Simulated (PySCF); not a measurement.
Electron correlation in Nd⁴⁷⁺ (neodymium, charge +47)

[Ne] 3s2 3p1, 2P determinant. All numbers are calculated (PySCF 2.14, no relativity, point nucleus, in an even-tempered Gaussian basis (16 s from 9.6 bohr⁻², ratio 2.5; 10 p from 12 bohr⁻², ratio 2.5; 4 d from 50 bohr⁻², ratio 2.7; 4 f from 74 bohr⁻², ratio 2.7)). Frozen: 1s2; 11 electrons correlated; the 17 highest virtual orbitals of each spin left out.

```csv
level,correlation energy (mhartree)
CCSD,-541.37
(T),-1.77
CCSD(T),-543.14
```

Diagnostics: T1 = 0.00095, D1 = 0.0041, largest double amplitude 0.084.

Is a single reference adequate?

Mostly. T1 lies below 0.03, but a double amplitude of this size points to a near-degeneracy that CCSD handles and MP2 describes poorly.

At this charge a non-relativistic calculation is a model, useful for the Z dependence of the correlation energy.
